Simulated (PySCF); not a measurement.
Hf(I)2(NH2)2 (H₄HfI₂N₂), SMILES [I][Hf]([I])([NH2])[NH2], multiplicity 1.

Geometry optimised at B3LYP-D3(BJ)/def2-SVP. The spin state was assumed, not searched. The def2 effective core potentials stand for the cores of Hf, I; spin–orbit coupling is left out. Other conformers were not sampled.

Computed with PBE/def2-TZVP run with PySCF.

Symmetry labels are those of the subgroup Cs that the program uses (full group Cs).

Computed valence orbital energies around the gap with their symmetry:
```tsv
orbital	symmetry	energy (eV)
HOMO−7	A'	-7.83
HOMO−6	A"	-7.39
HOMO−5	A"	-7.02
HOMO−4	A'	-6.99
HOMO−3	A'	-6.73
HOMO−2	A'	-6.50
HOMO−1	A"	-6.48
HOMO	A"	-6.13
LUMO	A"	-2.24
LUMO+1	A'	-2.11
LUMO+2	A'	-1.29
LUMO+3	A"	-1.20
```
